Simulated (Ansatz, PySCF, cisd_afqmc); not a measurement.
System: SiS, charge 0, singlet. SiS (SMILES [Si]=S).
B3LYP-D3(BJ)/def2-TZVP minimum from Ansatz (a quantum-chemistry and plane-wave program):
```
Si
S 1 1.9380
```
Charge 0, spin multiplicity 1.

Atomisation energy term by term, kcal/mol (programs: Ansatz, cisd_afqmc). Open shells are spin-unrestricted; no spin-orbit coupling. Correlated methods leave the cores frozen. Rows without X2C or -DK are non-relativistic. AFQMC/CISD: phaseless, guided by CISD from CCSD amplitudes; bars are statistical, one sigma. Outlying blocks are dropped, and bars are widened where a walk drifts. Over all cases where full CI ran beside it in this data, AFQMC minus full CI had a median of +0.1 mEh and passed +0.4 mEh in a tenth of the cases. CBS(X,Y): correlation extrapolated as X^-3, Hartree-Fock from the larger set (Q,5: extrapolated as (X+1)exp(-9√X)). A bracket is a step between two methods taken in the basis named. '+ core + X2C': CCSD(T) terms for core correlation (cc-pwCVTZ, 1s frozen past Ne) and scalar relativity (cc-pVTZ-DK). The T1 diagnostic of SSi ([Si]=S, singlet) reaches 0.025 in the sets run.

```tsv
term	basis	kcal/mol
Hartree-Fock	CBS(cc-pV(Q+d)Z,cc-pV(5+d)Z)	90.12
CCSD correlation	CBS(cc-pV(Q+d)Z,cc-pV(5+d)Z)	49.53
(T)	CBS(cc-pV(Q+d)Z,cc-pV(5+d)Z)	7.43
CCSDT(Q) - CCSD(T)	cc-pV(5+d)Z	0.39
CCSDTQ - CCSDT(Q)	cc-pV(D+d)Z	-0.11
core correlation	cc-pwCVTZ	0.66
scalar relativity	X2C, cc-pVTZ-DK	-0.26
minus zero-point energy	Hessian by PySCF at B3LYP-D3(BJ)/def2-TZVP	-1.07
sum: D0		146.7
```

The step beyond CCSD(T) by other levels: CCSDTQ in cc-pV(D+d)Z 0.62; AFQMC/CISD in cc-pV(D+d)Z 0.29 ± 0.33; CCSDT(Q) in cc-pV(D+d)Z 0.73; CCSDT(Q) in cc-pV(T+d)Z 0.46; CCSDT(Q) in cc-pV(Q+d)Z 0.41 kcal/mol.
